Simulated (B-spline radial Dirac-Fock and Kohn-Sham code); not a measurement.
**Scattering functions of Re⁴⁺**

System: the Re⁴⁺ ion, configuration [Xe] 4f14 5d3.

Input file task.json (cfg lists n, l and occupation; rrms is the nuclear radius in fm):

```json
{"items": [{
  "Z": 75,
  "q": 4,
  "cfg": [[1, 0, 2], [2, 0, 2], [2, 1, 6], [3, 0, 2], [3, 1, 6], [3, 2, 10], [4, 0, 2], [4, 1, 6], [4, 2, 10], [4, 3, 14], [5, 0, 2], [5, 1, 6], [5, 2, 3]],
  "A": 187,
  "rrms": 5.3698,
  "do": ["scatter"],
  "s": [0.0, 0.05, 0.1, 0.15, 0.2, 0.25, 0.3, 0.35, 0.4, 0.45, 0.5, 0.6, 0.7, 0.8, 0.9, 1.0, 1.1, 1.2, 1.4, 1.6, 1.8, 2.0, 2.5, 3.0, 3.5, 4.0, 5.0, 6.0],
  "pz": [0, 0.1, 0.2, 0.3, 0.4, 0.5, 0.6, 0.8, 1.0, 1.2, 1.4, 1.6, 1.8, 2.0, 2.5, 3.0, 4.0, 5.0, 7.0, 10.0, 15.0, 20.0, 30.0, 40.0, 60.0, 100.0],
  "hv_scatter": [1000, 2000, 5000, 8047.8, 17479.3, 20000, 30000, 200000]
}]}
```

Launch: `python xray_run.py task.json out`

Calculated with a radial finite-basis atomic code, using relativistic Hartree-Fock (Dirac-Fock) wave functions, averaged over the configuration. f₀ is the Fourier transform of the spherical electron density, S the Waller-Hartree incoherent function, and s = sin θ/λ. The electron scattering factor follows from the Mott-Bethe formula f_e = 0.023934 Å⁻¹·(Z − f₀)/s².

```csv
s (Å⁻¹),f₀,S,f_e (Å)
0,71.000,0.000,–
0.05,70.419,0.592,43.860
0.1,68.760,2.183,14.935
0.15,66.250,4.352,9.308
0.2,63.181,6.714,7.072
0.25,59.836,9.056,5.807
0.3,56.438,11.313,4.936
0.35,53.138,13.482,4.271
0.4,50.019,15.569,3.737
0.45,47.116,17.566,3.296
0.5,44.432,19.458,2.926
0.6,39.665,22.885,2.349
0.7,35.561,25.857,1.926
0.8,31.985,28.487,1.609
0.9,28.858,30.887,1.363
1,26.143,33.116,1.169
1.1,23.817,35.201,1.012
1.2,21.853,37.164,0.883
1.4,18.862,40.777,0.686
1.6,16.800,44.013,0.544
1.8,15.292,46.854,0.441
2,14.055,49.283,0.365
2.5,11.318,53.818,0.244
3,8.909,56.919,0.176
3.5,7.101,59.239,0.133
4,5.927,61.070,0.103
5,4.714,63.764,0.067
6,3.967,65.612,0.047
```

f₀ starts at the number of electrons, 71, and has fallen to half at s ≈ 0.70 Å⁻¹. The sum of ⟨r²⟩ over the electrons is 31.96 bohr². For an ion f_e diverges as s goes to zero, because of the net charge.
